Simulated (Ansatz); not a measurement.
`[SnH3][C]1=CO1`. Total charge 0; spin multiplicity 1. Sn: def2 effective core potential. The structure was optimised at the PBE0-D4/def2-TZVP level.

```xyz
8

Sn    0.338   -0.121    1.333
C     0.333   -0.187   -0.766
C    -0.293    0.254   -1.834
O    -1.286   -0.527   -1.547
H     1.709    0.796    1.760
H    -1.111    0.609    1.851
H     0.472   -1.715    1.906
H    -0.163    0.893   -2.703
```

Q: What is the dipole moment at r2SCAN/def2-TZVPP? (Best estimate.)

A: Computed: 2.12 D, with components (1.17, 1.67, 0.59) D in this frame, pointing from negative to positive charge.

Q: And with PBE, B3LYP, ωB97M-V? (Best estimate.)

A: The calculation gave: PBE 2.00 D, B3LYP 2.28 D, ωB97M-V 2.36 D.

Q: Give the Mulliken charges with r2SCAN, ωB97M-V, PBE in def2-TZVPP. (Best estimate.)

A: Ansatz gave: 
| atom | r2SCAN | ωB97M-V | PBE |
| --- | --- | --- | --- |
| Sn1 | 0.70 | 0.59 | 0.64 |
| C2 | -0.35 | -0.32 | -0.31 |
| C3 | 0.20 | 0.16 | 0.11 |
| O4 | -0.34 | -0.36 | -0.28 |
| H5 | -0.11 | -0.08 | -0.10 |
| H6 | -0.10 | -0.07 | -0.10 |
| H7 | -0.11 | -0.07 | -0.10 |
| H8 | 0.12 | 0.15 | 0.13 |

B3LYP here is the variant with VWN-RPA as its local correlation; programs differ in this.
